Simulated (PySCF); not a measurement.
## Diatomic cations of In with group 14

CCSD(T) with double-zeta basis sets in PySCF, for the lowest determinant that a PBE0 search found; no spin–orbit coupling. De refers to high-spin ground-configuration atoms (the charge goes to the atom of lower measured ionisation energy or higher electron affinity, which is not always the lowest computed limit).

| M | basis | reference, frozen orbitals | charged atom | state (unpaired electrons) | Re (Å) | ωe (cm⁻¹) | De (eV) |
| --- | --- | --- | --- | --- | --- | --- | --- |
| C | cc-pVDZ-PP/cc-pVDZ | UHF, 5 | In+ | triplet (σ ↑, π ↑) | 3.089 | 118 | 0.21 |
| Si | x2c-SVPall | UHF, 23 | In+ | triplet (σ ↑, π ↑) | 3.190 | 111 | 0.55 |
| Ge | cc-pVDZ-PP | UHF, 8 | In+ | triplet (σ ↑, π ↑) | 3.187 | 88.4 | 0.59 |
| Sn | cc-pVDZ-PP | UHF, 8 | In+ | triplet (σ ↑, π ↑) | 3.346 | 78.8 | 0.71 |
| Pb | def2-SVP | UHF, 8 | In+ | triplet (σ ↑, π ↑) | 3.348 | 74.1 | n/a |

The shortest bond is that of InC⁺ (3.089 Å), the longest that of InPb⁺ (3.348 Å).

The rows differ in basis set, which adds steps of its own.

Down a group the atoms grow and get heavier, so bonds lengthen and wavenumbers fall; this series shows no clear exception.

Correlated steps freeze the inner cores (5 to 23 orbitals); shallow outer-core shells are correlated. Weak bonds: InC⁺. Basis-set superposition, not corrected here, can be much of De in a small basis, most of all at correlated wavefunction levels. Spin–orbit coupling is left out, which matters for elements this heavy, above all for dissociation energies. For an ion De counts to the pair picked by the measured ionisation energies or electron affinities, which need not be the lowest pair at this level. States were picked by a PBE0 search and need not be the measured ground states.
